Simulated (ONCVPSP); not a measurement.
An all-electron radial function and its pseudo partner (Fe (Z = 26))

Columns: radius, all-electron u(r) and pseudo u(r) of the 3d shell (level -7.78 eV) of iron in the configuration [Ne] 3s2 3p6 3d6 4s2; PBE, non-relativistic, ONCV scheme, ONCVPSP 4.0.1.

```json
{"r (bohr)": "0.085", "all-electron": "0.0479", "pseudo": "0.0036"}
{"r (bohr)": "0.170", "all-electron": "0.2107", "pseudo": "0.0278"}
{"r (bohr)": "0.255", "all-electron": "0.4161", "pseudo": "0.0886"}
{"r (bohr)": "0.340", "all-electron": "0.6034", "pseudo": "0.1933"}
{"r (bohr)": "0.425", "all-electron": "0.7477", "pseudo": "0.3387"}
{"r (bohr)": "0.510", "all-electron": "0.8460", "pseudo": "0.5102"}
{"r (bohr)": "0.595", "all-electron": "0.9022", "pseudo": "0.6867"}
{"r (bohr)": "0.680", "all-electron": "0.9245", "pseudo": "0.8456"}
{"r (bohr)": "0.765", "all-electron": "0.9215", "pseudo": "0.9676"}
{"r (bohr)": "0.850", "all-electron": "0.9012", "pseudo": "1.0418"}
{"r (bohr)": "0.935", "all-electron": "0.8695", "pseudo": "1.0643"}
{"r (bohr)": "1.020", "all-electron": "0.8310", "pseudo": "1.0390"}
{"r (bohr)": "1.105", "all-electron": "0.7888", "pseudo": "0.9755"}
{"r (bohr)": "1.190", "all-electron": "0.7450", "pseudo": "0.8881"}
{"r (bohr)": "1.275", "all-electron": "0.7013", "pseudo": "0.7934"}
{"r (bohr)": "1.360", "all-electron": "0.6584", "pseudo": "0.7060"}
{"r (bohr)": "1.445", "all-electron": "0.6170", "pseudo": "0.6351"}
{"r (bohr)": "1.530", "all-electron": "0.5775", "pseudo": "0.5816"}
{"r (bohr)": "1.615", "all-electron": "0.5401", "pseudo": "0.5404"}
{"r (bohr)": "1.700", "all-electron": "0.5049", "pseudo": "0.5049"}
{"r (bohr)": "1.785", "all-electron": "0.4718", "pseudo": "0.4718"}
{"r (bohr)": "1.870", "all-electron": "0.4408", "pseudo": "0.4408"}
{"r (bohr)": "1.955", "all-electron": "0.4118", "pseudo": "0.4118"}
{"r (bohr)": "2.040", "all-electron": "0.3848", "pseudo": "0.3848"}
{"r (bohr)": "2.125", "all-electron": "0.3596", "pseudo": "0.3596"}
{"r (bohr)": "2.210", "all-electron": "0.3361", "pseudo": "0.3361"}
```

Q: How many radial nodes do the two functions have?

A: The all-electron 3d function has n − l − 1 = 0; the pseudo-wave has 0.

Q: At about which radius was the pseudo-wave matched?

A: 1.70 bohr, where the columns begin to agree (steps of 0.09 bohr).

Q: Is the pseudo-wave norm-conserving?

A: Yes: the ONCV scheme keeps the norm inside the radius equal to the all-electron one, which fixes the energy derivative of the logarithmic derivative at the level.
